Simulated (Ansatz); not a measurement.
Consider the redistribution: `[SiH3]C[SiH2]Br` + `[GeH3][I]` → `[SiH3]C[SiH2]I` + `[GeH3][Br]`.

Gas-phase electronic energies from Ansatz, PBE0-D4/def2-TZVP geometries. CCSD(T)/CBS adds triple-zeta CCSD(T) − MP2 to the extrapolated MP2 energy (def2 sets, frozen cores). DFT in def2-TZVPP. B3LYP here is the variant with VWN-RPA as its local correlation; programs differ in this. def2 core potentials past Kr. For Br, Ge, I outer-core shells are correlated without core-valence functions, which leaves a few kJ/mol of doubt a bond. Scalar relativity is left out up to krypton. Each species was taken in one conformer, which may not be the lowest.

**Question.** Is it downhill or uphill in electronic energy at CCSD(T)/CBS, and by how much? (Best estimate.)

**Answer.** Ansatz gave: Uphill: ΔE = +11.5 kJ/mol.

**Question.** What do these levels give: r2SCAN-D4, PBE0-D4, B3LYP-D4, ωB97M-V, B2PLYP, r2SCAN, B3LYP, MP2/def2-TZVPP, SCS-MP2/def2-TZVPP, CCSD/def2-TZVPP, CCSD(T)/def2-TZVPP, HF/CBS(def2)? (Best estimate.)

**Answer.** Computed: r2SCAN-D4 11.4, PBE0-D4 10.6, B3LYP-D4 11.4, ωB97M-V 11.8, B2PLYP 11.5, r2SCAN 11.5, B3LYP 12.2, MP2/def2-TZVPP 10.1, SCS-MP2/def2-TZVPP 10.2, CCSD/def2-TZVPP 10.7, CCSD(T)/def2-TZVPP 10.2, HF/CBS(def2) 12.2 kJ/mol.

Largest T1 diagnostic among the species: 0.009.
